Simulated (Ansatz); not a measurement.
Donor–acceptor adduct: ClFHIn (SMILES [F][InH][Cl]) (first 4 atoms) with NH3 (SMILES N); geometry from B3LYP-D3(BJ)/def2-TZVP, rigid monomers moved along the line of their centres of mass till In2···N5 is 3.25 Å.
(charge 0, multiplicity 1):
```xyz
8

F      0.88016     1.42084     1.16467
In    -0.72705     0.27460     1.39663
Cl    -2.20336     1.29155     2.95065
H     -1.21904    -0.78507     0.15777
N      1.07610    -1.26727     3.61694
H      1.93154    -0.71849     3.56937
H      0.62313    -1.08400     4.50742
H      1.31052    -2.25232     3.56169
```

Interaction energies are E(AB) − E(A) − E(B) at the monomers' geometry in the complex; basis-set methods are counterpoise corrected.

Frozen-core correlation. Filled d and f shells under p-block atoms count as core. CBS: X⁻³ extrapolation of the correlation energy, Hartree–Fock from the larger set.

Run with Ansatz (Gaussian basis) for Hartree–Fock, density functionals and correlated methods.  In def2 rows elements past Kr take small-core potentials, without spin–orbit coupling.

Q: Estimate the interaction energy that wB97M-V/def2-TZVPPD returns for this input.

A: -14.1 kcal/mol

Ansatz is an electronic-structure program.
